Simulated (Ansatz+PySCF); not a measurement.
Values are calculated unless marked as measured or tabulated.
AgCl → Ag + Cl

AgCl (charge 0, multiplicity 1):
```xyz
2

Ag    0.0000    0.0000   -0.6112
Cl    0.0000    0.0000    1.6898
```

Shapes relaxed with PBE0/def2-SVP. Single points in def2-SVP with Ansatz (development build ahead of 0.2.0), no zero-point energy. Correlated methods freeze no orbital on H to Be, one on B to Mg, five on Al to Zn, nine on Ga to Sr.

```csv
method,reaction energy
CCSD (restricted),64.26 kcal/mol
CCSD (unrestricted),64.21 kcal/mol
CCSD(T) (restricted),65.78 kcal/mol
HF (restricted),51.34 kcal/mol
HF (unrestricted),48.55 kcal/mol
MP2 (restricted),67.49 kcal/mol
MP2 (unrestricted),67.75 kcal/mol
PBE (unrestricted),73.49 kcal/mol
PBE0 (restricted),72.35 kcal/mol
PBE0 (unrestricted),71.17 kcal/mol
r2SCAN (restricted),75.60 kcal/mol
r2SCAN (unrestricted),73.87 kcal/mol
wB97X (restricted),76.67 kcal/mol
wB97X (unrestricted),75.79 kcal/mol
```

Question: What does PBE (restricted) give?

Answer: 74.37 kcal/mol.
